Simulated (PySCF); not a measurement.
PySCF input (CCSD(T)/cc-pVDZ):

```python
from pyscf import gto, scf, mp, cc as ccmod

mol = gto.M(
    atom='''
    O    -1.21346238   -0.49365401    0.06991401
    S    -0.11286175    0.45810328   -0.01665189
    F     1.27927632   -0.37560225   -0.03254241
    ''',
    basis='cc-pvdz',
    charge=0,
    spin=1,
    verbose=4,
)

mf = scf.UHF(mol)
mf.conv_tol = 1e-10
mf.max_cycle = 100
mf.kernel()
mo, _, stable, _ = mf.stability(return_status=True)
if not stable:
    mf.kernel(mf.make_rdm1(mo, mf.mo_occ))
mp2 = mp.MP2(mf, frozen=7).run()
cc = ccmod.CCSD(mf, frozen=7)
cc.max_cycle = 100
cc.kernel()
et = cc.ccsd_t()
print(f'E(CCSD(T)) = {cc.e_tot + et:.9f}')
```

End of the output:

```
Extra cycle  E= -571.765078080079  delta_E= -9.09e-13  |g|= 7.69e-07  |ddm|= 1.56e-06
converged SCF energy = -571.765078080079  <S^2> = 0.77171468  2S+1 = 2.0215981
uhf_internal: lowest eigs of H = [0.17953495 0.20083431 0.32311329]
<class 'pyscf.scf.uhf.UHF'> wavefunction is stable in the internal stability analysis

******** <class 'pyscf.mp.ump2.UMP2'> ********
nocc = (np.int64(10), np.int64(9)), nmo = (39, 39)
frozen orbitals 7
E(UMP2) = -572.257865373098  E_corr = -0.492787293018547
E(SCS-UMP2) = -572.237691123092  E_corr = -0.472613043012537
E_corr(same-spin) = -0.136998125318907
E_corr(oppo-spin) = -0.35578916769964

******** <class 'pyscf.cc.uccsd.UCCSD'> ********
CC2 = 0
CCSD nocc = (np.int64(10), np.int64(9)), nmo = (39, 39)
frozen orbitals 7
max_cycle = 100
direct = 0
conv_tol = 1e-07
conv_tol_normt = 1e-06
diis_space = 6
diis_start_cycle = 0
diis_start_energy_diff = 1e+09
Init t2, MP2 energy = -0.492787293767375
Init E_corr(UCCSD) = -0.492787293768017
cycle = 1  E_corr(UCCSD) = -0.48624119434106  dE = 0.00654609943  norm(t1,t2) = 0.108309
cycle = 2  E_corr(UCCSD) = -0.503200382723586  dE = -0.0169591884  norm(t1,t2) = 0.0358257
cycle = 3  E_corr(UCCSD) = -0.502807560334435  dE = 0.000392822389  norm(t1,t2) = 0.0251858
cycle = 4  E_corr(UCCSD) = -0.506060269184309  dE = -0.00325270885  norm(t1,t2) = 0.0133532
cycle = 5  E_corr(UCCSD) = -0.506278161054728  dE = -0.00021789187  norm(t1,t2) = 0.00531562
cycle = 6  E_corr(UCCSD) = -0.505989117687993  dE = 0.000289043367  norm(t1,t2) = 0.00216606
cycle = 7  E_corr(UCCSD) = -0.505997415253563  dE = -8.29756557e-06  norm(t1,t2) = 0.000735915
cycle = 8  E_corr(UCCSD) = -0.506039903045225  dE = -4.24877917e-05  norm(t1,t2) = 0.000271305
cycle = 9  E_corr(UCCSD) = -0.506042109314242  dE = -2.20626902e-06  norm(t1,t2) = 0.000141553
cycle = 10  E_corr(UCCSD) = -0.506042975399588  dE = -8.66085345e-07  norm(t1,t2) = 4.84615e-05
cycle = 11  E_corr(UCCSD) = -0.50604121002197  dE = 1.76537762e-06  norm(t1,t2) = 1.9911e-05
cycle = 12  E_corr(UCCSD) = -0.506041049907012  dE = 1.60114958e-07  norm(t1,t2) = 7.88952e-06
cycle = 13  E_corr(UCCSD) = -0.506040747948583  dE = 3.01958429e-07  norm(t1,t2) = 3.44526e-06
cycle = 14  E_corr(UCCSD) = -0.506040688522806  dE = 5.94257773e-08  norm(t1,t2) = 1.55481e-06
cycle = 15  E_corr(UCCSD) = -0.506040668356971  dE = 2.01658348e-08  norm(t1,t2) = 7.1282e-07
UCCSD converged
E(UCCSD) = -572.271118748436  E_corr = -0.5060406683569709
UCCSD(T) correction = -0.0143651578204219
E(CCSD(T)) = -572.285483906
```

It need not be the lowest isomer of its formula.
